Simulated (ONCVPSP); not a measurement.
## Reading a pseudo-wave (sulfur (S))

Columns: radius, all-electron u(r) and pseudo u(r) of the 2s shell (level -223.45 eV) of sulfur in the configuration [He] 2s2 2p6 3s2 3p3; PBE, scalar-relativistic, ONCV scheme, ONCVPSP 4.0.1.

| r (bohr) | all-electron | pseudo |
| --- | --- | --- |
| 0.047 | -0.7006 | 0.2816 |
| 0.095 | -0.4212 | 0.5560 |
| 0.142 | 0.1178 | 0.8000 |
| 0.190 | 0.6453 | 1.0137 |
| 0.237 | 1.0431 | 1.1810 |
| 0.285 | 1.3123 | 1.3051 |
| 0.332 | 1.4554 | 1.3792 |
| 0.380 | 1.5064 | 1.4092 |
| 0.427 | 1.4883 | 1.3982 |
| 0.475 | 1.4223 | 1.3521 |
| 0.522 | 1.3288 | 1.2803 |
| 0.570 | 1.2169 | 1.1876 |
| 0.617 | 1.1009 | 1.0852 |
| 0.665 | 0.9824 | 0.9755 |
| 0.712 | 0.8706 | 0.8683 |
| 0.760 | 0.7636 | 0.7632 |
| 0.807 | 0.6673 | 0.6675 |
| 0.855 | 0.5782 | 0.5782 |
| 0.902 | 0.5002 | 0.5002 |
| 0.950 | 0.4298 | 0.4297 |
| 0.997 | 0.3692 | 0.3692 |
| 1.045 | 0.3153 | 0.3153 |
| 1.092 | 0.2696 | 0.2695 |
| 1.140 | 0.2291 | 0.2290 |
| 1.187 | 0.1950 | 0.1950 |
| 1.235 | 0.1651 | 0.1651 |

**Question.** How many radial nodes do the two functions have?

**Answer.** The all-electron 2s function has n − l − 1 = 1; the pseudo-wave has 0, since the states of the same l below it are removed with the core.

**Question.** At about which radius was the pseudo-wave matched?

**Answer.** 0.95 bohr. The columns agree to 0.0005 from 0.76 bohr on; several derivatives are matched, so the curves merge somewhat inside the radius.

**Question.** Where does each function peak?

**Answer.** Outermost all-electron maximum near 0.38 bohr, pseudo maximum near 0.38 bohr (to the table’s step).

**Question.** Is the pseudo-wave norm-conserving?

**Answer.** Yes: the ONCV scheme keeps the norm inside the radius equal to the all-electron one, which fixes the energy derivative of the logarithmic derivative at the level.
